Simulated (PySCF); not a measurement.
# Telling isomers of C9H12 apart by NMR

- PBE0-D3(BJ)/def2-SVP structure
- σ from GIAO-PBE0/pcSseg-1
- program: PySCF 2.14
- in vacuum, no relativistic terms, averaged over atoms made equivalent by symmetry, fast rotation or ring inversion, one conformer

Chemical shifts δ = σref − σ; TMS for 1H (σref 31.27) and 13C (σref 184.41), all at this level. Where no couplings were computed, multiplicities follow the n + 1 count of equivalent neighbours, and m marks all less simple cases (inequivalent or close neighbours, rings, F or P nearby). Shifts are as computed. Against solution values, carbons near 30 ppm lie about +2 ppm off and those near 130 ppm about +5 ppm. Of 1211 compounds with measured shifts, 218 miss one by over three times the rms of a fit or turn the order of signals round; such compounds aren't used in these exercises.

(1) Tabulate the signals of `CC(C)c1ccccc1`, `C=C/C(C#CC)=C\CC` and their relative energies.

(2) What is the quickest way to tell CC(C)c1ccccc1 from C=C/C(C#CC)=C\CC?

Answers

(1) 
| SMILES | carbon types | δC | δH | E rel. (kcal/mol) |
| --- | --- | --- | --- | --- |
| CC(C)c1ccccc1 | 1×C 6×CH 2×CH3 | 154.7, 134.1, 132.2, 131.8, 38.6, 26.6 | 7.41 (m, 2H), 7.33 (m, 2H), 7.32 (m, 1H), 2.46 (sept, 1H), 1.21 (d, 6H) | 0.0 |
| C=C/C(C#CC)=C\CC | 3×C 2×CH 2×CH2 2×CH3 | 150.6, 137.4, 128.9, 124.9, 93.7, 83.3, 24.9, 15.9, 5.3 | 6.74 (m, 1H), 6.10 (t, 1H), 5.95 (m, 1H), 5.50 (m, 1H), 2.20 (m, 2H), 2.06 (s, 3H), 0.97 (t, 3H) | 68.3 |

Energies are electronic energies at PBE0/pcSseg-1 on these geometries, without zero-point or thermal terms, each for the one conformer computed, which needn't be the lowest.

(2) Count the carbon signals: 6 against 9. The first has an sp3 CH on an aromatic ring at 38.6 ppm, the second a terminal =CH2 carbon at 124.9 ppm. Their most deshielded carbons lie at 154.7 and 150.6 ppm. In the proton spectra the most deshielded non-exchanging signals are 7.41 (m, 2H) and 6.74 (m, 1H).
